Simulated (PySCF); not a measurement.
AlBClH₂O, AlClH₃O, Al₂ClH₂O, Al₂FH₂O and others (calculated)

Calculation on a computer-drawn molecule: optimised geometry and harmonic frequencies of an isolated molecule of the commonest isotopes, restricted reference for singlets and unrestricted otherwise, frozen core in MP2. Program: PySCF 2.14.0.

(1) AlBClH₂O

Start structure:
```xyz
6
AlBClH2O
O      0.5447     0.9247    -2.3460
Al    -0.1886     0.7733    -0.9366
B     -0.9516     0.5743     1.0427
Cl     0.0703     0.9335     2.3757
H      0.8965     1.0016    -3.2275
H     -2.1088     0.2299     1.2222
```

* charge: 1
* multiplicity: 1
* method: HF
* basis: cc-pV(D+d)Z
* rotational constants: 25.99, 1.521, 1.437 GHz
* total energy: -801.9571 hartree
* convergence status largest gradient component: 2.507e-05 hartree/bohr

Drawn bonds:
```csv
atom,other atom,order
1,2,1
2,3,1
3,4,1
1,5,1
3,6,1
```

Optimised structure:
```xyz
6
AlBClH2O
O      0.5102     0.9180    -2.3832
Al    -0.1251     0.7710    -0.9215
B     -0.9716     0.5757     1.0829
Cl     0.0581     0.9319     2.4018
H      0.8920     1.0066    -3.2403
H     -2.1010     0.2340     1.1907
```

Modes:
```csv
frequency (cm⁻¹),reduced mass (dalton)
86.87,8.259
144.9,5.186
231.4,17.88
368.5,1.135
374.8,1.135
488.7,5.869
715.6,1.46
924.7,3.658
1051,1.437
1099,7.419
2838,1.095
4234,1.073
```

(2) AlBClH₂O

Start structure:
```xyz
6
AlBClH2O
O      0.5102     0.9180    -2.3832
Al    -0.1251     0.7710    -0.9215
B     -0.9716     0.5757     1.0829
Cl     0.0581     0.9319     2.4018
H      0.8920     1.0066    -3.2403
H     -2.1010     0.2340     1.1907
```

- charge: 1
- multiplicity: 1
- method: MP2
- basis: cc-pV(D+d)Z
- rotational constants: 25.8, 1.519, 1.434 GHz
- total energy: -802.4022 hartree
- convergence status largest gradient component: 3.124e-05 hartree/bohr

Drawn bonds:
```csv
atom,other atom,order
1,2,1
2,3,1
3,4,1
1,5,1
3,6,1
```

Optimised structure:
```xyz
6
AlBClH2O
O      0.5150     0.9191    -2.3886
Al    -0.1365     0.7669    -0.9128
B     -0.9686     0.5766     1.0932
Cl     0.0582     0.9323     2.4043
H      0.9035     1.0102    -3.2618
H     -2.1090     0.2322     1.1961
```

Modes:
```csv
frequency (cm⁻¹),reduced mass (dalton)
73.08,9.844
123.4,6.278
213.8,11.68
284.8,1.151
285.7,1.093
477.4,5.781
684.7,1.463
928.3,2.282
1017,1.988
1057,6.168
2753,1.095
3988,1.073
```

(3) AlClH₃O

Start structure:
```xyz
6
AlClH3O
O     -0.3568    -0.2112     1.6954
Al     0.4089    -1.2235     0.6008
Cl    -0.8277    -2.8789     0.1042
H     -0.7861     0.2935     2.3219
H      0.7380    -0.4540    -0.7133
H      1.7059    -1.8251     1.2412
```

- charge: -1
- multiplicity: 1
- method: HF
- basis: aug-cc-pV(D+d)Z
- rotational constants: 15.42, 3.585, 3.039 GHz
- total energy: -778.2193 hartree
- convergence status largest gradient component: 1.084e-05 hartree/bohr

Drawn bonds:
```csv
atom,other atom,order
1,2,1
2,3,1
1,4,1
2,5,1
2,6,1
```

Optimised structure:
```xyz
6
AlClH3O
O     -0.2437     0.0687     1.6769
Al     0.5104    -1.1029     0.6094
Cl    -1.0545    -2.7534     0.3294
H     -0.9590    -0.2346     2.2058
H      0.8245    -0.4559    -0.8362
H      1.8046    -1.8211     1.2648
```

Modes:
```csv
frequency (cm⁻¹),reduced mass (dalton)
37.51,1.177
209.8,4.614
356.7,14.19
536.9,1.158
594.2,1.146
702.2,2.135
751.3,1.849
805.5,1.133
852.1,1.1
1768,1.054
1834,1.025
4226,1.066
```

(4) AlClH₃O

Start structure:
```xyz
6
AlClH3O
O     -0.2437     0.0687     1.6769
Al     0.5104    -1.1029     0.6094
Cl    -1.0545    -2.7534     0.3294
H     -0.9590    -0.2346     2.2058
H      0.8245    -0.4559    -0.8362
H      1.8046    -1.8211     1.2648
```

- charge: -1
- multiplicity: 1
- method: MP2
- basis: aug-cc-pV(D+d)Z
- rotational constants: 15.68, 3.473, 2.981 GHz
- total energy: -778.6697 hartree
- convergence status largest gradient component: 1.314e-05 hartree/bohr

Drawn bonds:
```csv
atom,other atom,order
1,2,1
2,3,1
1,4,1
2,5,1
2,6,1
```

Optimised structure:
```xyz
6
AlClH3O
O     -0.3464     0.1246     1.5785
Al     0.4718    -1.1168     0.5800
Cl    -1.0202    -2.8096     0.2393
H     -0.7886    -0.2230     2.3613
H      0.8415    -0.4633    -0.8457
H      1.7242    -1.8111     1.3367
```

Modes:
```csv
frequency (cm⁻¹),reduced mass (dalton)
85.91,1.38
227.2,3.194
367.5,13.35
504.5,1.232
558.7,1.045
661.8,5.858
732.2,1.208
765.4,1.118
805.7,1.114
1765,1.052
1821,1.028
3887,1.066
```

(5) Al₂ClH₂O

Start structure:
```xyz
6
Al2ClH2O
O      0.7961     1.2240     1.8153
Al     0.6473     0.5241     0.2550
Al     0.7229     0.2078    -2.2422
Cl     1.0010     0.9790    -4.1249
H      0.7825     1.5406     2.7027
H      0.4610    -1.0185     0.3695
```

* charge: 0
* multiplicity: 2
* method: HF
* basis: cc-pV(D+d)Z
* rotational constants: 9.259, 1.148, 1.121 GHz
* total energy: -1019.4790 hartree
* spin squared: 0.7805
* convergence status largest gradient component: 3.211e-05 hartree/bohr

Drawn bonds:
```csv
atom,other atom,order
1,2,1
2,3,1
3,4,1
1,5,1
2,6,1
```

Optimised structure:
```xyz
6
Al2ClH2O
O      0.9178     1.4168     1.3363
Al     0.6735     0.1342     0.2563
Al     1.6986     0.5281    -2.1403
Cl     0.3769     1.1295    -3.7268
H      0.7003     1.4657     2.2530
H      0.0437    -1.2172     0.7969
```

Modes:
```csv
frequency (cm⁻¹),reduced mass (dalton)
40.78,7.145
92.11,6.467
129.8,7.309
297.5,5.987
361.3,1.27
487.7,1.423
501.5,6.172
558.7,1.114
716.8,1.332
875.5,5.554
1955,1.043
4208,1.068
```

(6) Al₂ClH₂O

Start structure:
```xyz
6
Al2ClH2O
O      0.9178     1.4168     1.3363
Al     0.6735     0.1342     0.2563
Al     1.6986     0.5281    -2.1403
Cl     0.3769     1.1295    -3.7268
H      0.7003     1.4657     2.2530
H      0.0437    -1.2172     0.7969
```

* charge: 0
* multiplicity: 2
* method: MP2
* basis: cc-pV(D+d)Z
* rotational constants: 9.255, 1.147, 1.123 GHz
* total energy: -1019.9033 hartree
* spin squared: 0.7805
* convergence status largest gradient component: 2.646e-05 hartree/bohr

Drawn bonds:
```csv
atom,other atom,order
1,2,1
2,3,1
3,4,1
1,5,1
2,6,1
```

Optimised structure:
```xyz
6
Al2ClH2O
O      0.9402     1.4569     1.3305
Al     0.6759     0.1426     0.2535
Al     1.6922     0.5335    -2.1436
Cl     0.3797     1.1169    -3.7324
H      0.6821     1.4109     2.2593
H      0.0407    -1.2036     0.8082
```

Modes:
```csv
frequency (cm⁻¹),reduced mass (dalton)
36.08,7.29
83.28,6.401
121.3,7.453
292.6,4.594
355.5,1.388
475.1,1.239
510.5,11.81
568,1.096
697,1.469
842.1,4.354
1925,1.044
3908,1.067
```

(7) Al₂FH₂O

Start structure:
```xyz
6
Al2FH2O
O     -0.0706     2.0931    -1.6222
Al    -0.2634     0.4863    -1.3055
Al    -2.8536     0.3996    -1.5024
F     -3.8539     0.1104    -0.1849
H      0.1745     3.0442    -1.8300
H      1.0575    -0.2670    -0.8538
```

- charge: 0
- multiplicity: 2
- method: HF
- basis: cc-pV(D+d)Z
- rotational constants: 12.39, 1.649, 1.616 GHz
- total energy: -659.4148 hartree
- spin squared: 0.7839
- convergence status largest gradient component: 2.583e-05 hartree/bohr

Drawn bonds:
```csv
atom,other atom,order
1,2,1
2,3,1
3,4,1
1,5,1
2,6,1
```

Optimised structure:
```xyz
6
Al2FH2O
O     -0.1167     2.3872    -1.7125
Al    -0.4114     0.7816    -1.2545
Al    -2.9485     0.0396    -1.4856
F     -3.8710    -0.0094    -0.0969
H      0.7110     2.8322    -1.7953
H      0.8272    -0.1646    -0.9540
```

Modes:
```csv
frequency (cm⁻¹),reduced mass (dalton)
47.03,7.872
122.5,6.672
128.8,6.596
297.3,5.774
358.1,1.31
486.4,1.26
557.8,1.08
717.3,1.336
814.1,19.66
874.5,5.506
1948,1.043
4208,1.068
```

(8) Al₂FH₂O

Start structure:
```xyz
6
Al2FH2O
O     -0.1167     2.3872    -1.7125
Al    -0.4114     0.7816    -1.2545
Al    -2.9485     0.0396    -1.4856
F     -3.8710    -0.0094    -0.0969
H      0.7110     2.8322    -1.7953
H      0.8272    -0.1646    -0.9540
```

- charge: 0
- multiplicity: 2
- method: MP2
- basis: cc-pV(D+d)Z
- rotational constants: 12.23, 1.635, 1.598 GHz
- total energy: -659.8923 hartree
- spin squared: 0.7836
- convergence status largest gradient component: 3.543e-05 hartree/bohr

Drawn bonds:
```csv
atom,other atom,order
1,2,1
2,3,1
3,4,1
1,5,1
2,6,1
```

Optimised structure:
```xyz
6
Al2FH2O
O     -0.1422     2.4204    -1.7279
Al    -0.4109     0.7880    -1.2552
Al    -2.9456     0.0429    -1.4806
F     -3.8982    -0.0280    -0.0901
H      0.7474     2.7901    -1.7858
H      0.8402    -0.1469    -0.9591
```

Modes:
```csv
frequency (cm⁻¹),reduced mass (dalton)
40.6,8.139
112.3,6.341
119.4,6.687
291,4.274
352.9,1.471
473.5,1.228
565.2,1.054
697.9,1.471
793.6,19.41
841.7,4.341
1920,1.044
3908,1.067
```

(9) AlH₃NOSi

Start structure:
```xyz
7
AlH3NOSi
O     -1.9887     2.4672    -0.7650
Al    -1.1234     1.0716    -0.3979
N      0.1003    -0.1691     0.0777
Si     1.2952    -1.1390     0.5489
H     -2.4566     3.2172    -0.8754
H      1.1332    -2.6565     0.7104
H      2.6315    -0.7534     1.0371
```

* charge: 0
* multiplicity: 2
* method: HF
* basis: cc-pV(D+d)Z
* rotational constants: 24.77, 1.815, 1.725 GHz
* total energy: -661.9533 hartree
* spin squared: 0.7544
* convergence status largest gradient component: 1.531e-05 hartree/bohr

Drawn bonds:
```csv
atom,other atom,order
1,2,1
2,3,2
3,4,1
1,5,1
4,6,1
4,7,1
```

Optimised structure:
```xyz
7
AlH3NOSi
O     -1.9357     2.2233    -0.6645
Al    -1.0527     0.9013    -1.2686
N      0.0696     0.0039    -0.2581
Si     1.0977    -0.8950     0.4952
H     -1.8929     2.5598     0.2164
H      0.7589    -2.1251     1.2359
H      2.5466    -0.6302     0.5796
```

Modes:
```csv
frequency (cm⁻¹),reduced mass (dalton)
75.96,4.641
103.1,5.892
127.1,1.126
278.2,5.246
366,1.242
546.2,4.164
643.6,1.719
752.2,1.244
753.3,1.187
866.4,6.987
1101,1.058
1416,14.62
2337,1.055
2348,1.031
4195,1.067
```

(10) Al₃H₂O

Start structure:
```xyz
6
Al3H2O
O     -4.1304     1.3107    -4.6933
Al    -2.9075     1.3456    -3.8354
Al    -0.7343     1.4439    -2.2983
Al     1.4317     1.5226    -0.6960
H      1.2525     1.3563     0.8608
H      2.8043     1.8568    -1.3553
```

- charge: 1
- multiplicity: 1
- method: HF
- basis: cc-pV(D+d)Z
- rotational constants: 119.7, 0.7625, 0.7577 GHz
- total energy: -801.4843 hartree
- convergence status largest gradient component: 3.437e-05 hartree/bohr

Drawn bonds:
```csv
atom,other atom,order
1,2,2
2,3,1
3,4,1
4,5,1
4,6,1
```

Optimised structure:
```xyz
6
Al3H2O
O     -4.1312     1.2972    -4.7096
Al    -2.8601     1.3548    -3.7962
Al    -0.7189     1.4551    -2.2490
Al     1.5001     1.5614    -0.6442
H      1.1373     1.3199     0.8499
H      2.7891     1.8475    -1.4684
```

Modes:
```csv
frequency (cm⁻¹),reduced mass (dalton)
61.41,8.945
63.52,13.11
140.4,10.89
148.9,17.88
198.8,14.17
392.5,24.03
398.5,1.158
558.3,1.131
736.2,1.054
1211,19.07
2073,1.016
2115,1.069
```
